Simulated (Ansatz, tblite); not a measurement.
Cost and result up the ladder for Cs3H4 (the lowest doublet isomer of a short search) (7 atoms). The state is a doublet with charge 0. Geometry: r2SCAN-D4/def2-TZVP.

```xyz
7

Cs    1.5564    2.2922    0.0604
Cs    1.7179   -1.8628    1.5713
Cs   -0.1171   -0.8639   -1.9473
H    -3.0928    0.2683   -0.1397
H    -0.1381    0.1671    0.8664
H    -2.4304    0.2701    0.2165
H     2.5041   -0.2710   -0.6276
```

Ansatz on 4 threads of AMD EPYC 7B13 on a shared host; xTB runs through tblite on one thread. Times are rough, summed over both states, and most runs start from the orbitals of an earlier one. PBE0-D4/def2-TZVP serves as the yardstick here, not as an exact answer. The other state is a singlet.

In the def2 sets Cs takes a core potential; there is no spin–orbit coupling. The xTB rows come from tblite. In the doublet, H4 and H6 lie 0.75 Å apart (atoms count from 1), so H2 has formed as a molecule. The structure comes from a short search, and lower isomers may exist.

Raw xTB energies of ions are shifted by several eV, and xTB has no spin-polarisation term.

```json
{"level": "r2SCAN-D4/def2-TZVP (with forces)", "functions": "111", "vertical IE (eV)": "2.86", "difference from PBE0-D4/def2-TZVP (eV)": "-0.13"}
{"level": "GFN2-xTB", "functions": "16", "vertical IE (eV)": "7.35", "difference from PBE0-D4/def2-TZVP (eV)": "4.36"}
{"level": "PBE0-D4/def2-TZVP", "functions": "111", "vertical IE (eV)": "2.99", "difference from PBE0-D4/def2-TZVP (eV)": "0.00"}
{"level": "GFN1-xTB", "functions": "20", "vertical IE (eV)": "9.58", "difference from PBE0-D4/def2-TZVP (eV)": "6.59"}
{"level": "PBE-D4/def2-TZVP", "functions": "111", "vertical IE (eV)": "3.15", "difference from PBE0-D4/def2-TZVP (eV)": "0.16"}
```

Question: Estimate how long each takes.

Answer: GFN1-xTB 0.008 s; GFN2-xTB 0.01 s; PBE-D4/def2-TZVP 3.9 s; r2SCAN-D4/def2-TZVP (with forces) 9.4 s; PBE0-D4/def2-TZVP 9.5 s. On shared hardware such times vary by a factor of up to 3.
